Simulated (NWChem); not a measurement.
C2H3ClO2Si; SMILES O=C1OC[Si@H]1Cl

```xyz
9

O      1.6111    -1.9224     0.0916
C      0.5914    -1.3021    -0.0037
O     -0.6572    -1.7744     0.4075
C     -1.5863    -0.6673     0.1671
Si    -0.1958     0.3767    -0.6275
Cl     0.3453     2.1398     0.3181
H     -2.4160    -1.0050    -0.4862
H     -1.9964    -0.2939     1.1270
H     -0.2522     0.6338    -2.1051
```
Atoms are numbered in this order, from 1.

Level: PBE-D3(BJ)/def2-SVP (NWChem), optimised geometry, unscaled harmonic frequencies. 

List the harmonic frequencies with IR intensities, and the thermochemistry.


```tsv
frequency (cm⁻¹)	IR intensity (km/mol)
91	6.1
120	1.9
209	1.6
351	5.0
450	18.1
522	10.3
587	64.0
618	5.4
664	9.9
719	41.1
748	13.9
818	84.1
926	120.7
991	132.7
1132	1.8
1194	9.4
1406	5.0
1864	331.6
2176	87.9
3006	11.3
3073	3.4
```

- zero-point energy: 31.0 kcal/mol
- thermal correction to the enthalpy at 298.15 K (with zero-point energy): 35.6 kcal/mol
- heat capacity Cv: 22.4 cal/(mol K)
- entropy at 298.15 K and 1 atm (symmetry number 1): 82.0 cal/(mol K)
- dipole moment: 3.44 D

Rigid rotor and harmonic oscillator; modes under 100 cm⁻¹ make the entropy uncertain.
